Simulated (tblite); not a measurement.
C₇H₆N₃S (charge -1).
Atom-mapped SMILES: `[CH3:1][S:2][c:3]1[cH:4][cH:5][c:6]2[n-:7][n:8][n:9][c:10]2[cH:11]1` (hydrogens: H12, H13, H14 on C1; H15 on C4; H16 on C5; H17 on C11)

Geometry (GFN2-xTB, Å), atoms numbered from 1 in this order:
```
atom  x, y, z in Å
C1     3.018   -0.228   -0.106
S2     2.133    1.360   -0.272
C3     0.467    0.751   -0.010
C4    -0.092    0.890    1.270
C5    -1.346    0.405    1.550
C6    -2.043   -0.233    0.524
N7    -3.256   -0.820    0.460
N8    -3.398   -1.262   -0.770
N9    -2.369   -1.017   -1.544
C10   -1.462   -0.361   -0.786
C11   -0.194    0.147   -1.054
H12    2.634   -0.926   -0.846
H13    4.073   -0.035   -0.277
H14    2.862   -0.621    0.896
H15    0.491    1.389    2.034
H16   -1.780    0.508    2.536
H17    0.253    0.065   -2.035
```

Computed values, GFN2-xTB/tblite, gas phase, harmonic and unscaled. This tight-binding method is rough: wavenumbers can miss measured ones by several per cent, in bad cases by 10 to 20. One conformer, not necessarily the lowest.

Harmonic wavenumbers (cm⁻¹): 28.7, 82.2, 125.3, 178.1, 223.2, 231.1, 336.6, 359.2, 388.9, 419.8, 564.4, 568.5, 675.2, 698.0, 710.2, 722.2, 797.3, 821.6, 847.4, 887.6, 893.7, 938.8, 946.5, 996.6, 1072.7, 1122.0, 1152.2, 1219.9, 1220.7, 1265.5, 1308.2, 1308.8, 1354.6, 1443.9, 1455.1, 1463.3, 1466.7, 1556.6, 1581.7, 3011.1, 3017.3, 3032.0, 3039.1, 3046.8, 3052.7.

A = 2687, B = 585.9, C = 518.1 MHz; mass 164.028 u (most abundant isotopes); point group C1, symmetry number 1.

Q: What is the zero-point energy?

A: ½Σν̃ = 25816 cm⁻¹ = 308.83 kJ/mol.

Q: What is S at 500 K and 1 bar for an ideal gas of classical rigid rotors and harmonic oscillators?

A: Translation 183.21, rotation 133.46, vibration 195.71: S = 512.4 J/(mol K).

Q: And Cp and H(500 K) − H(0)?

A: Cp = 232.01 J/(mol K), of which vibrations give 198.75 (their classical limit is 45 R = 374.2); H(500 K) − H(0) = 67.26 kJ/mol without the zero-point energy, 50.63 from vibrations.

Q: What must be added to the electronic energy to get the Gibbs energy at 500 K and 1 bar?

A: ZPE + [H(500 K) − H(0)] − T·S = 308.83 + 67.26 − 256.19 = 119.90 kJ/mol.

Q: Which modes carry the vibrational entropy at 500 K?

A: 28.7 cm⁻¹: 29.05; 82.2 cm⁻¹: 20.32; 125.3 cm⁻¹: 16.84; 178.1 cm⁻¹: 13.96; 223.2 cm⁻¹: 12.14; 231.1 cm⁻¹: 11.86 J/(mol K); the other 39 give 91.54 together.

Q: How do the functions run with temperature in this model?

A: 
```csv
T (K),S (J/(mol K)),Cp (J/(mol K)),H − H(0) (kJ/mol),G − H(0) (kJ/mol),ln q(vib)
150,330.2,92.3,9.33,-40.20,2.96
250,387.1,134.7,20.65,-76.12,5.31
298.15,412.6,155.9,27.64,-95.38,6.46
400,464.4,197.8,45.71,-140.06,8.92
600,557.2,259.3,91.88,-242.44,13.78
900,673.6,312.8,178.52,-427.68,20.72
```

q(vib) and H(0) count from the zero-point level.

Q: Blend soft modes into free rotors: weight 1/[1 + (100 cm⁻¹/ν̃)⁴] for the oscillator and the rest for a rotor with moment μB/(μ + B), μ = h/(8π²ν), B = 10⁻⁴⁴ kg m². What vibrational entropy results?

A: 180.95 J/(mol K) in place of 195.71, which changes −T·S at 500 K by +7.38 kJ/mol.

Hindered rotation and anharmonicity are outside this model. Other conformers, if any are populated, would add a mixing term that is left out. The structure is chiral; the term R ln 2 for an equal mix with its mirror image is left out.
